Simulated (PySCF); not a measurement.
Job for PySCF: R-B3LYP/6-311+G** on CH5BO2 (SMILES CB(O)O), a point of a torsion scan.

```python
from pyscf import gto, scf, dft, mp
from pyscf.data.elements import chemcore

mol = gto.M(
    atom='''
    C    -0.62752939    0.08746774    0.90332357
    B     0.62467198   -0.01871906   -0.09714772
    O     1.48643429    1.00746755   -0.29136329
    O     0.82091056   -1.09321439   -0.89520022
    H    -0.96597153   -0.88268171    1.26000254
    H    -1.46469924    0.54677532    0.38042501
    H    -0.42096283    0.70441643    1.77493604
    H     1.49981687    1.68082981    0.38555326
    H     0.17789311   -1.79543543   -0.81763840
    ''',
    basis='6-311+g**',
    charge=0, spin=0, verbose=3, max_memory=1800)
mf = dft.RKS(mol, xc='b3lyp')
mf.conv_tol = 1e-8
mf.max_cycle = 100
mf.kernel()
if not mf.converged:
    mf = mf.newton().run(mf.mo_coeff, mf.mo_occ)
```

Program output:

```
converged SCF energy = -216.607454749124
```

The calculation finished and met its thresholds.

Cost: roughly 6 core-seconds.
